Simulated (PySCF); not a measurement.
# Spectroscopy problems

Relativity neglected, rapidly exchanging positions averaged, in vacuum, one conformer. Shielding tensors at PBE0/pcSseg-1 (GIAO); geometry from GFN2-xTB; PySCF 2.14.0 with density-fitted response routines.

Referencing at the same level of theory: TMS for 1H (31.72 ppm) and 13C (186.93 ppm). Splittings of carbon signals by F and P are missing where no couplings were computed. Where no couplings were computed, multiplicities follow the n + 1 count of equivalent neighbours, and m marks all less simple cases (inequivalent or close neighbours, rings, F or P nearby). Shifts are as computed. Against solution values, carbons near 30 ppm lie about +3 ppm off and those near 130 ppm about +5 ppm. Of 1309 compounds with measured shifts, 239 miss one by over three times the rms of a fit or turn the order of signals round; such compounds aren't used in these exercises.

(1) C₆H₁₁FO₂Si. 1H NMR (400 MHz, computed): δ 10.53 (m, 1H), 6.14 (m, 1H), 5.21 (m, 2H), 4.42 (sept, 1H), 1.37 (d, 6H). 13C{1H} NMR (computed): δ 193.6, 190.3, 131.0, 70.5, 27.3. What is it?

(2) C₃H₁₂OSi₃. 1H NMR (400 MHz, computed): δ 5.85 (m, 1H), 5.70 (m, 1H), 5.28 (m, 1H), 5.03 (m, 1H), 4.02 (m, 1H), 3.60 (m, 1H), 2.00 (m, 1H), 1.51 (d, 3H), 1.51 (m, 1H), 0.72 (m, 1H). 13C{1H} NMR (computed): δ 22.5 (CH3), 20.5 (CH2), 17.5 (CH). Give a structure.

Results:

(1) `CC(C)O[SiH2]/C(F)=C/C=O`. Rings plus π bonds: 2 (no ring in the answer). 5 carbon signals for 6 carbons: some carbons are equivalent by symmetry or fast rotation. Carbon types of the structure: 1 × C, 3 × CH, 2 × CH3, leaving 2 H on heteroatoms. δC 193.6: β carbon of a C=C–C=O unit; conjugation with the carbonyl draws π density from the β position. δC 190.3: aldehyde carbonyl carbon; the double bond to the heteroatom, with no lone-pair donor beside it, deshields it most. δC 131.0: α carbon of a C=C–C=O unit; the olefinic region. δH 10.53: hydrogen on an aldehyde carbonyl carbon; the C=O anisotropy and electron withdrawal place aldehyde protons far downfield.

The shifts were computed for this structure.

(2) SMILES C[C@H]1C[SiH2]O[SiH2][SiH2]1. The formula gives 1 degree of unsaturation (1 ring in the answer). 3 carbon signals for 3 carbons: no two carbons are equivalent. Carbon types of the structure: 1 × CH, 1 × CH2, 1 × CH3, leaving 6 H on heteroatoms. δC 22.5: methyl carbon; a saturated carbon with 1 carbon neighbour and no heteroatom attached. δC 17.5: sp3 CH bonded to Si. δH 5.85, 5.70: hydrogen on a silicon bonded to O, Si, in a 6-membered ring. δH 1.51: hydrogen on a methyl carbon.

The data come from this structure; uniqueness wasn't tested.
